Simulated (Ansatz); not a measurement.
Ansatz results at the PBE0-D4/def2-TZVP geometry: HOMO–LUMO gap (ωB97M-V/def2-TZVPP) 12.67 eV; HOMO–LUMO gap (PBE0/def2-TZVPP) 8.55 eV; HOMO energy (PBE/def2-TZVPP) -7.27 eV.

Each molecule was computed in one conformer, which needn't be the lowest.

Question: Which molecule gave them?
A. `F[Si](F)(Cl)[NH][GeH2][Cl]`
B. `O[SiH2][SiH](O)Cl`
C. `N[Si@H](F)S[Si@@H](N)Cl`
D. `N[Si@H](F)S[Si@@H](N)O`

Answer: A. The others give `O[SiH2][SiH](O)Cl`: 10.83, 7.04, -6.65; `N[Si@H](F)S[Si@@H](N)O`: 11.80, 8.00, -6.29; `N[Si@H](F)S[Si@@H](N)Cl`: 11.97, 8.07, -6.39.
